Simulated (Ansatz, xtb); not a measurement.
# Relative energy of two isomers of C2H10OSi3

We compare X, `C=C[SiH2][SiH2][SiH2]O`, a singlet, with Y, `C=C[Si](O)([SiH3])[SiH3]`, a singlet. Both are isolated molecules in the gas phase, relaxed with PBE-D3(BJ)/def2-SVP; each stands in its lowest conformer found.

X (Å):

```xyz
16

C     1.2418   -2.1040    0.4308
C     1.1647   -1.2896    1.5036
O    -2.2868    2.3698   -0.8848
Si    1.9717    0.4085    1.5860
Si    0.2584    2.0130    1.3582
Si   -1.1098    1.2540   -0.4088
H     1.8353   -1.8375   -0.4612
H     0.7168   -3.0743    0.3942
H     0.5490   -1.6137    2.3641
H     2.7346    0.5931    2.8728
H     2.9204    0.5519    0.4235
H    -0.5401    2.1372    2.6321
H     0.8333    3.3730    1.0393
H    -1.8685    0.0351    0.0253
H    -0.2000    0.8623   -1.5526
H    -1.9430    3.2614   -1.0674
```

Y (Å):

```xyz
16

C    -0.5308    1.5528   -1.9666
C    -1.3368    0.7990   -1.1903
O     0.8298    0.5808    0.7840
Si   -0.7468    0.0537    0.4323
Si   -0.6410   -2.2904    0.2576
Si   -2.2619    0.6686    2.1406
H     0.5156    1.7518   -1.6750
H    -0.8708    1.9945   -2.9192
H    -2.3776    0.6131   -1.5172
H     0.8766    1.5094    1.0747
H    -1.9996   -2.7987   -0.1530
H     0.3633   -2.7094   -0.7831
H    -0.2775   -2.9199    1.5762
H    -1.9394   -0.0281    3.4367
H    -3.6719    0.3117    1.7440
H    -2.2043    2.1573    2.3820
```

Q: Estimate E(Y) − E(X) at the level CCSD(T)/def2-SVP + ΔMP2/def2-TZVPP.

A: CCSD(T)/def2-SVP + ΔMP2/def2-TZVPP gives E(Y) − E(X) = −1.36 kJ/mol, slightly favouring structure Y, which is too small a margin to settle the true order.

Level by level:

| level | geometry | E(Y) − E(X) (kJ/mol) | departure from the last row (kJ/mol) | job, with rough time for the two |
| --- | --- | --- | --- | --- |
| PBE-D3(BJ)/def2-SVP | PBE-D3(BJ)/def2-SVP | −5.25 | −3.90 | optimisation, 62 s |
| HF/def2-SVP | PBE-D3(BJ)/def2-SVP | −1.36 | 0.00 | part of the CCSD(T) run |
| MP2/def2-SVP | PBE-D3(BJ)/def2-SVP | −2.43 | −1.07 | part of the CCSD(T) run |
| CCSD(T)/def2-SVP | PBE-D3(BJ)/def2-SVP | −3.03 | −1.67 | single point |
| CCSD(T)/def2-SVP + ΔMP2/def2-TZVPP | PBE-D3(BJ)/def2-SVP | −1.36 |  | single point, 57 s |

As drawn, both hold the same kinds of bond in the same numbers.

The largest departure from CCSD(T)/def2-SVP + ΔMP2/def2-TZVPP is that of PBE-D3(BJ)/def2-SVP, 3.90 kJ/mol. A small imaginary or near-zero mode remains, so no thermal terms are given. Levels run at GFN2-xTB geometries aren't shown. The last row adds to CCSD(T) the change of the MP2 difference between the two basis sets, here +1.67 kJ/mol.

The correlated steps freeze 18 core orbitals. Run with Ansatz 0.2.0, xtb 6.7.1; the last row on 2 threads of Intel(R) Xeon(R) Gold 6455B (Sapphire Rapids) on a shared host.
